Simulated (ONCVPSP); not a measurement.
Transferability test, ONCV potential for F

ONCVPSP 4.0.1 input, shortened (lines: element, Z, core and valence counts, functional; n l f; lmax; l rc ep ncon nbas qcut; lloc lpopt rc5 dvloc0; l nproj debl; icmod fcfact rcfact), LDA (Perdew-Wang 92), scalar-relativistic:

```
  F 9.00    1    2  -001012      upf
    1    0    2.00
    2    0    2.00
    2    1    5.00
    1
    0    0.60    0.00    4    8   13.20
    1    1.35    0.00    4    8   11.30
    4    5    0.50    2.00
    0    3    1.70
    1    2    3.60
    3    1.50    1.35
```

Energies are relative to the spin-unpolarised reference configuration 2s2 2p5; without spin polarisation the order of configurations can differ from experiment.

| valence configuration | charge | ΔE all-electron (eV) | error AE − PS (meV) |
| --- | --- | --- | --- |
| 2s2 2p4 | +1 | 19.558 | +21 |
| 2s2 2p3 | +2 | 58.076 | +169 |
| 2s2 2p2 | +3 | 118.816 | +659 |

Question: What are ΔE and the potential's error for 2s2 2p1?

Answer: ΔE = 204.693 eV all-electron; the error (AE − PS) is +1831 meV.

Levels in the configuration 2s2 2p1:

```tsv
level	all-electron (eV)	pseudo (eV)
2s	-116.200	-115.506
2p	-99.344	-97.673
```

Note: ghosts flagged at negative energy: s at -610.9 eV; GHOST(+) flags only above 600 eV. A true bound ghost makes a file unfit for plane-wave use.
